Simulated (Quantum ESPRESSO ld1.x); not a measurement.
The numbers below are computed, except where a source is named.
Task: All-electron atom: Si III in [Ne] 3s2. Code: ld1.x of Quantum ESPRESSO 7.5. Model: Dirac Kohn-Sham, relativistic LDA (MacDonald-Vosko exchange, VWN5 correlation), spin-unpolarised, spherical densities, point nucleus. Some entries of the table are withheld. Estimate them.

| orbital | occ. | eigenvalue (Ry) | r(max) (bohr) | <r> (bohr) |
|---|---|---|---|---|
| 1s1/2 | 2 | -132.129 | 0.07291 | 0.1117 |
| 2s1/2 | 2 | -11.7545 | 0.4559 | 0.5700 |
| 2p1/2 | 2 | (1) | 0.3856 | 0.5357 |
| 2p3/2 | 4 | (2) | 0.3872 | 0.5379 |
| 3s1/2 | 2 | -2.10565 | (3) | 1.947 |

Result: 
(1) 2p1/2 eigenvalue (Ry): -8.62815
(2) 2p3/2 eigenvalue (Ry): -8.58048
(3) 3s1/2 r(max) (bohr): 1.686
